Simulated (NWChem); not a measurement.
System meant: C₂H₃BO; SMILES C#CBO

Here is an NWChem input.

```
start job
memory heap 200 mb stack 900 mb global 1100 mb
geometry units angstroms noautoz
  B      0.514266    -0.668974     0.000000
  C      0.084181     0.801066     0.000000
  C     -0.203711     1.983977     0.000000
  H     -0.466285     3.026996     0.000000
  H      1.692164    -0.958042     0.000000
  O     -0.431599    -1.630958     0.000000
  H     -0.056843    -2.517366     0.000000
end
basis spherical
  * library def2-svp
end
dft
  xc b3lyp
  iterations 4
  mulliken
end
task dft energy
```

End of the output:

```
    Atom       Charge   Shell Charges
 -----------   ------   -------------------------------------------------------
    1 B    5     5.10   1.96  0.51  0.26  1.43  0.65  0.29
    2 C    6     6.07   1.97  0.65  0.34  1.84  1.21  0.05
    3 C    6     6.00   1.97  0.64  0.35  1.79  1.21  0.05
    4 H    1     0.96   0.60  0.28  0.08
    5 H    1     1.05   0.65  0.37  0.03
    6 O    8     7.93   1.97  0.84  0.55  2.70  1.85  0.02
    7 H    1     0.89   0.56  0.16  0.18

 center of mass
 --------------
 x =  -0.02335846 y =  -0.00819477 z =   0.00000000

 moments of inertia (a.u.)
 ------------------
         424.786727476065           0.000000000000           0.000000000000
           0.000000000000          34.062530796938           0.000000000000
           0.000000000000           0.000000000000         458.849258273003

     Multipole analysis of the density
     ---------------------------------

     L   x y z        total         alpha         beta         nuclear
     -   - - -        -----         -----         ----         -------
     0   0 0 0     -0.000000    -14.000000    -14.000000     28.000000

     1   1 0 0      0.174392      0.087196      0.087196      0.000000
     1   0 1 0     -0.312298     -0.156149     -0.156149      0.000000
     1   0 0 1     -0.000000     -0.000000     -0.000000      0.000000

     2   2 0 0    -19.307814    -20.710114    -20.710114     22.112414
     2   1 1 0     -1.985250      1.298912      1.298912     -4.583074
     2   1 0 1      0.000000      0.000000      0.000000      0.000000
     2   0 2 0     -9.159403   -124.909521   -124.909521    240.659639
     2   0 1 1     -0.000000     -0.000000     -0.000000      0.000000
     2   0 0 2    -17.791412     -8.895706     -8.895706      0.000000

 ------------------------------------------------------------------------
 dft energy failed                                                                                  0
 ------------------------------------------------------------------------
 ------------------------------------------------------------------------
  current input line :
    20: task dft energy
 ------------------------------------------------------------------------
 ------------------------------------------------------------------------
 This type of error is most commonly associated with calculations not reaching convergence criteria
 ------------------------------------------------------------------------
 For more information see the NWChem manual at https://nwchemgit.github.io

0:dft energy failed:Received an Error in Communication
```

Question: What is wrong, and how is it mended?

Answer: The run did not converge; its last values are not results. Cause: the SCF was allowed too few iterations. This input runs:
```
start job
memory heap 200 mb stack 900 mb global 1100 mb
geometry units angstroms noautoz
  B      0.514266    -0.668974     0.000000
  C      0.084181     0.801066     0.000000
  C     -0.203711     1.983977     0.000000
  H     -0.466285     3.026996     0.000000
  H      1.692164    -0.958042     0.000000
  O     -0.431599    -1.630958     0.000000
  H     -0.056843    -2.517366     0.000000
end
basis spherical
  B library def2-svp
  C library def2-svp
  H library def2-svp
  O library def2-svp
end
dft
  xc b3lyp
  iterations 150
  mulliken
end
task dft energy
```
It converges to -177.94727 Ha (B3LYP/def2-SVP).
